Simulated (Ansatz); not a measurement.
The cluster AlCu2. Total charge 0; quartet. Geometry PBE-D4/def2-TZVP; atoms count from 1.

Cartesian coordinates in Å:
```
Al -0.809 -0.318 -0.998
Cu -0.265 -0.521 1.259
Cu 1.074 0.839 -0.262
```

At PBE0-D4/def2-TZVP a doublet of charge 0 lies 1.22 eV below the quartet, each at its own geometry. The structure comes from a short search, and lower isomers may exist.

Estimate the Mulliken populations from the PBE0/def2-TZVP orbitals of Ansatz.


```json
{"atom": "Al1", "charge (e)": "-0.15", "spin (α − β)": "1.83", "d electrons": "–"}
{"atom": "Cu2", "charge (e)": "0.07", "spin (α − β)": "0.59", "d electrons": "9.85"}
{"atom": "Cu3", "charge (e)": "0.07", "spin (α − β)": "0.59", "d electrons": "9.85"}
```
Mulliken values and Mayer orders depend strongly on the basis.

Where does the spin sit?

Summed by element: Al 1.83, Cu 1.17, of 3 unpaired in all. Largest on single atoms: Al1 1.83, Cu2 0.59, Cu3 0.59.

And the Mayer bond orders between bonded heavy atoms (over 0.3)?

Al1–Cu2 0.87 (2.33 Å); Al1–Cu3 0.87 (2.33 Å); Cu2–Cu3 0.37 (2.44 Å).
